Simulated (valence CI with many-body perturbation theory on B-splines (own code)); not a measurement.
# From CI to CI+MBPT in Se29+

Calculated by configuration interaction combined with many-body perturbation theory (CI+MBPT): three valence electrons over a frozen Dirac-Fock core [He], radial functions for each j: 11 s, 11 p, 9 d, 7 f, 5 g, 2 h, 1 i, with the one-electron correlation potential Σ1 (screened to all orders), the two-electron term Σ2, the three-electron term Σ3, Breit, model QED; selected single and double excitations, second order for the rest (own B-spline code, finite nucleus).

The last digits are not significant, and no measured levels were compared; by estimate large intervals hold to a few tenths of a per cent, small ones and those within an open d or f shell to about a per cent.

Each rung adds one term. CI alone is the Dirac-Coulomb CI over the frozen core; QED comes last and gives the full result, which names the levels. Energies are above 2s2 2p 2P°_1/2 on the same rung, in × 10³ cm⁻¹.

Names give the largest LS component (configuration and term), which can be under half, so a name can repeat, a term be missing and a line seem to break the LS rules; names also repeat where a configuration has a term twice.

```
           Level  CI alone     Σ1     Σ2     Σ3   Breit     QED    Full
  2s2 2p 2P°_3/2    392.71  +0.24  +0.01  -0.01   -9.92   +0.74  383.77
   2s 2p2 4P_1/2    636.56  -1.54  -0.25  +0.05   +8.89   -9.25  634.46
   2s 2p2 4P_3/2    875.76  -1.33  -0.20  +0.11   +1.23   -8.56  867.01
   2s 2p2 4P_5/2    1007.2  -1.29  -0.30  +0.03   -7.15   -8.45  990.09
   2s 2p2 2D_3/2    1268.9  -1.30  -0.97  -0.26   -2.66   -8.60  1255.1
   2s 2p2 2P_1/2    1348.8  -1.37  -2.08  -0.39   +4.23   -8.87  1340.3
   2s 2p2 2D_5/2    1440.1  -1.10  -0.55  -0.15  -10.34   -7.92  1420.0
   2s 2p2 2S_1/2    1765.0  -1.07  -0.80  -0.43   -4.22   -7.90  1750.6
   2s 2p2 2P_3/2    1783.5  -1.09  -2.47  -0.39   -9.58   -7.99  1762.0
     2p3 4S°_3/2    2037.1  -2.88  -2.68  -0.34   +8.00  -18.03  2021.2
     2p3 2D°_3/2    2334.0  -2.70  -2.50  -0.31   +2.67  -17.54  2313.6
     2p3 2D°_5/2    2428.7  -2.68  -2.28  -0.31   -5.74  -17.49  2400.2
     2p3 2P°_1/2    2608.2  -2.63  -2.14  -0.37   +3.87  -17.27  2589.6
     2p3 2P°_3/2    2896.7  -2.39  -2.19  -0.35   -7.72  -16.52  2867.5
   2s2 3s 2S_1/2     14913  +2.49  -0.41  -0.31  -17.09   +3.03   14901
  2s2 3p 2P°_1/2     15164  +2.13  -0.44  -0.31  -13.91   +0.10   15152
  2s2 3p 2P°_3/2     15275  +2.17  -0.45  -0.31  -16.94   +0.26   15259
2s 2p 3s 4P°_1/2     15409  +0.93  -0.32  -0.31   -6.76   -6.22   15396
2s 2p 3s 4P°_3/2     15483  +0.98  -0.50  -0.31  -10.57   -6.02   15467
```

The middle columns are the shifts that each term adds.

**Question.** How does the ionisation energy move along the ladder, and which term matters most?

**Answer.** CI alone 3305.0, + Σ1 3305.3, + Σ2 3305.3, + Σ3 3305.2, + Breit 3302.7, + QED 3302.8 eV. The largest step is Breit, -2.5 eV. NIST lists 3301.8 ± 2.1 eV (semi-empirical).
